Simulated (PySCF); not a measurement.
## A small calculation by hand: chemical shift, span and skew from a shielding tensor

Si(F)2(OH)(NH2) (F2H3NOSi), SMILES N[Si](O)(F)F. Atoms are numbered in the order given.

```xyz
8

N      1.6887     0.0433     0.0090
Si     0.0064     0.0080     0.0055
O     -0.5601     1.5415    -0.0914
F     -0.4782    -0.7763     1.3278
F     -0.6863    -0.8273    -1.1972
H      2.2259     0.7153    -0.5243
H      2.2555    -0.6806     0.4326
H     -1.4307     1.6514    -0.4912
```
Charge 0, spin multiplicity 1.

The structure is a stationary point at r2SCAN-D4/def2-SVP. Other conformers were not sampled.

GIAO shieldings from PySCF with PBE0/pcSseg-1, non-relativistic, no solvent. The symmetric part of the tensor of Si2 has the principal values 392.7, 402.7, 458.5 ppm. The same nucleus in TMS has σ = 352.7 ppm at this level (PySCF, at its B3LYP-D3(BJ)/def2-TZVP geometry).

Problem. Work out the isotropic shielding, the ²⁹Si shift against TMS, the span and the skew.

Solution. 
σ(iso) = (σ11 + σ22 + σ33)/3 = 418.0 ppm. δ = σ(ref) − σ(iso) = 352.7 − (418.0) = -65.3 ppm.
Span Ω = σ33 − σ11 = 65.8 ppm. Skew κ = 3(σ(iso) − σ22)/Ω = 0.70. Tumbling in solution averages the tensor to δ; in a static solid the shielding alone would spread this spin-1/2 line over Ω.
